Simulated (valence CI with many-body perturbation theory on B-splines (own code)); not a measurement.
**I32+ in brief**

Calculated by relativistic CI+MBPT: three valence electrons over a frozen Dirac-Fock core [Ar], a basis of 7 s, 7 p, 8 d, 6 f, 4 g, 1 h functions for each j, with the one-electron correlation potential Σ1, the two-electron term Σ2, the three-electron term Σ3, Breit, model QED; selected CI, second order for the rest, scaled by the run's own slope (own B-spline code, finite nucleus).

The last digits are not significant, and no measured levels were compared; by estimate large intervals hold to a few tenths of a per cent, small ones and those within an open d or f shell to about a per cent. Only levels of the ground parity were solved; by the run's estimate the other parity begins above the list, which can be wrong where configurations are misplaced.

Levels are named by their leading jj configuration (3d3/2^4 stands for four electrons in 3d with j = 3/2), which in mixed levels can hold well under half, so a name can repeat and another be missing.

Rates and lifetimes use the calculated energies. Strong lines usually hold to 10 to 20 %, long lifetimes can be off by a factor of two.

Question: What is the ground level?

Answer: (3d3/2^3) J=3/2, composition 67 % 3d³ ⁴F + 26 % 3d³ ²D + 5 % 3d³ ²P, g = 0.573.

Question: How well does LS coupling describe the low levels?

Answer: Among the lowest 19 levels the leading LS term, summed over configurations, holds 69 % on average. For single configurations the figures are 69 % in LS and 84 % in jj coupling. Terms mix most in the J = 3/2 level at 15.235 eV, where the leading one holds 43 %.

Question: What is the ionisation energy?

Answer: 1999.9 eV; NIST lists 1999 ± 4 eV (theoretical).
